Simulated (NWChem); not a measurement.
Species: CrH₂S₂O₂; SMILES [O]=[Cr]([OH])(=[S])[SH]

```xyz
7

Cr     0.1897    -0.1658     0.0109
O      0.9477    -0.2007     1.3713
S     -1.2098    -1.5944    -0.1206
O      1.3085    -0.2790    -1.3282
H      2.2371    -0.0783    -1.0891
S     -0.9921     1.6958    -0.0625
H     -0.0080     2.4377     0.5311
```
Atoms are numbered in this order, from 1.

Program: NWChem. Geometry: optimised at PBE-D3(BJ)/def2-SVP. Not confirmed as a minimum by frequencies. Vzz is the largest principal value of the second derivative of the potential at the nucleus (NWChem prints the opposite sign); η is the asymmetry. Non-relativistic.

Task: Estimate the computed values for B3LYP/def2-TZVP. Quantities: Vzz Cr1 (a.u.); η Cr1; Vzz O2 (a.u.); η O2; Vzz S3 (a.u.); η S3; Vzz O4 (a.u.); η O4.

Result: 
| Quantity | Value |
|---|---|
| Vzz Cr1 (a.u.) | -0.288 |
| η Cr1 | 0.83 |
| Vzz O2 (a.u.) | -0.458 |
| η O2 | 0.73 |
| Vzz S3 (a.u.) | -1.383 |
| η S3 | 0.92 |
| Vzz O4 (a.u.) | 1.076 |
| η O4 | 0.33 |
